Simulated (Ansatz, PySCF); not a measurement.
This PySCF input computes a CCSD(T)/cc-pVDZ energy:

```python
from pyscf import gto, scf, mp, cc as ccmod

mol = gto.M(
    atom='''
    C     1.86876872    0.04638959   -0.53613700
    C     0.61395584   -0.26613624   -0.00840916
    C    -0.64956127    0.22916810   -0.25195757
    O    -1.73327986   -0.08215554    0.64450391
    H     1.97774816    0.77605198   -1.33489621
    H     2.70547359   -0.62525058   -0.37841544
    H     0.61342020   -1.06267994    0.74415374
    H    -0.83846975    1.10245060   -0.87304276
    H    -1.59091320    0.41014369    1.46519168
    ''',
    basis='cc-pvdz',
    charge=-1,
    spin=0,
    verbose=4,
)

mf = scf.RHF(mol)
mf.conv_tol = 1e-10
mf.max_cycle = 100
mf.kernel()
mp2 = mp.MP2(mf, frozen=4).run()
cc = ccmod.CCSD(mf, frozen=4)
cc.max_cycle = 100
cc.kernel()
et = cc.ccsd_t()
print(f'E(CCSD(T)) = {cc.e_tot + et:.9f}')
```

Problem. Write an input for the same energy in Ansatz (a quantum-chemistry and plane-wave program) and say what it gives.

Solution. 
Ansatz 0.2 input:
```yaml
crystal:
  periodic: [false, false, false]
  atoms:
    - {symbol: C, position_ang: [1.86876872, 0.04638959, -0.53613700]}
    - {symbol: C, position_ang: [0.61395584, -0.26613624, -0.00840916]}
    - {symbol: C, position_ang: [-0.64956127, 0.22916810, -0.25195757]}
    - {symbol: O, position_ang: [-1.73327986, -0.08215554, 0.64450391]}
    - {symbol: H, position_ang: [1.97774816, 0.77605198, -1.33489621]}
    - {symbol: H, position_ang: [2.70547359, -0.62525058, -0.37841544]}
    - {symbol: H, position_ang: [0.61342020, -1.06267994, 0.74415374]}
    - {symbol: H, position_ang: [-0.83846975, 1.10245060, -0.87304276]}
    - {symbol: H, position_ang: [-1.59091320, 0.41014369, 1.46519168]}
basis:
  gaussian:
    orbitals: cc-pVDZ
total_charge: -1
magnetization: {spin_polarized: false}
correlation: {method: ccsd_t, electrons: outside_noble_gas}
```
It gives -191.93266 Eh, and PySCF -191.93267 Eh, a difference of 0.01 mEh.

It need not be the lowest isomer of its formula. Whether it binds its extra electron was not tested at this geometry.
